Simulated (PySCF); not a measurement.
## Löwdin shares of the frontier orbitals

C5H14Si2.
Z-matrix (Å and degrees, PBE0-D3(BJ)/def2-SVP geometry), rows numbered from 1:
```
Si
Si  1  2.3507
C   2  1.8919  1  110.74
C   3  1.5368  2  114.93  1    65.85
C   4  1.5460  3  105.37  2  -159.87
C   5  1.5426  4  106.02  3    12.22
C   6  1.5303  5  105.15  4    13.97
H   1  1.4969  2  110.79  3    71.80
H   1  1.4977  2  111.02  3   -48.02
H   1  1.4961  2  110.81  3  -168.10
H   2  1.4986  1  108.41  3  -121.39
H   2  1.4984  1  109.12  3   121.62
H   3  1.1064  2  106.72  1  -173.60
H   4  1.1034  3  109.92  2   -41.63
H   4  1.1001  3  112.30  2    76.63
H   5  1.1005  4  110.74  3   133.30
H   5  1.1002  4  111.38  3  -108.63
H   6  1.1018  5  110.15  4  -103.45
H   6  1.1004  5  112.92  4   137.36
H   7  1.1056  3  109.90  2    51.01
H   7  1.1008  3  113.49  2   -68.64
```

Method: PySCF 2.14.0, density-fitted response routines, TDDFT CAM-B3LYP/def2-SVPD, vertical, gas phase, core orbitals frozen in the response.

Kohn–Sham orbitals with the atoms that hold most of them (Löwdin shares over 4%, at most four atoms; ? is withheld):

| orbital | ε (eV) | atoms |
| --- | --- | --- |
| LUMO+2 | 1.52 | Si2 24%, Si1 22%, H11 9%, H10 6% |
| LUMO+1 | 1.17 | Si1 38%, Si2 10%, H9 10%, H8 9% |
| LUMO | 1.08 | ? |
| HOMO | -9.17 | ? |
| HOMO-1 | -9.82 | Si2 26%, C3 22%, H12 8%, H11 8% |
| HOMO-2 | -10.29 | C5 16%, C6 13%, C4 10%, H16 9% |
| HOMO-3 | -10.46 | Si2 20%, H11 12%, H12 12%, C4 9% |

Task: Give the leading atoms of the LUMO.

Result: Si2 (bonded to C, Si and 2 H) 21%; Si1 (bonded to Si and 3 H) 11%; H13 (bonded to C) 7%; C3 (bonded to 2 C, Si and H) 6%. By element: silicon 31%, hydrogen 7% or more, carbon 6% or more.

Task: Give the leading atoms of the HOMO.

Result: Si1 (bonded to Si and 3 H) 29%; Si2 (bonded to C, Si and 2 H) 28%; C3 (bonded to 2 C, Si and H) 16%; H10 (bonded to Si) 5%. By element: silicon 57%, carbon 16% or more, hydrogen 5% or more.

Task: The HOMO–LUMO gap is 10.25 eV. Where does the response calculation put the lowest singlet, and from which orbitals?

Result: S1 is at 7.14 eV (f = 0.046), 3.11 eV below the gap, made of HOMO→LUMO (68%), HOMO→LUMO+4 (11%), HOMO→LUMO+3 (8%). Without the coupling terms of the response equations the lowest excitation would equal the gap.

Next come S2 at 7.35 eV (f 0.020), HOMO→LUMO+3 (60%), HOMO→LUMO+2 (19%); S3 at 7.55 eV (f 0.074), HOMO→LUMO+1 (75%), HOMO→LUMO+3 (8%); S4 at 7.74 eV (f 0.013), HOMO-1→LUMO (44%), HOMO→LUMO+2 (15%), HOMO→LUMO (13%); S5 at 7.89 eV (f 0.287), HOMO→LUMO+2 (38%), HOMO-1→LUMO (35%).

Löwdin shares depend on the basis, the more so with diffuse functions.

One conformer stands for the species.
